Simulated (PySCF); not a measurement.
## Gd (gadolinium, neutral) across methods

[Xe] 4f6 5d2 6s2, one real determinant (an excited configuration). Calculation: PySCF 2.14, in x2c-TZVPPall; scalar relativity by spin-free X2C-1e.

| method | E (hartree) | mean ε 5d α (eV) | mean ε 6s α (eV) | mean ε 6s β (eV) | Σ⟨r²⟩ (bohr²) | ⟨S²⟩ |
| --- | --- | --- | --- | --- | --- | --- |
| UHF | -11266.45859 | -8.806 | -6.228 | -5.092 | 86.29 | 20.025 |
| PBE0 | -11270.13 | -5.581 | -5.206 | -4.405 | 82.67 | 20.009 |
| LDA | -11262.05 | -4.387 | -4.850 | -4.099 | 81.83 | 20.008 |
| PBE | -11270.18 | -4.408 | -4.673 | -3.894 | 82.56 | 20.008 |

(1) Estimate the same row for r2SCAN.

⟨L²⟩ = 24.08 against 42 for a pure I term, so this real determinant mixes terms. Spin-orbit coupling, absent here, splits the open shell strongly.

Answers

(1) E (hartree) = -11270.49; mean ε 5d α (eV) = -4.937; mean ε 6s α (eV) = -4.796; mean ε 6s β (eV) = -3.901; Σ⟨r²⟩ (bohr²) = 83.49; ⟨S²⟩ = 20.028.
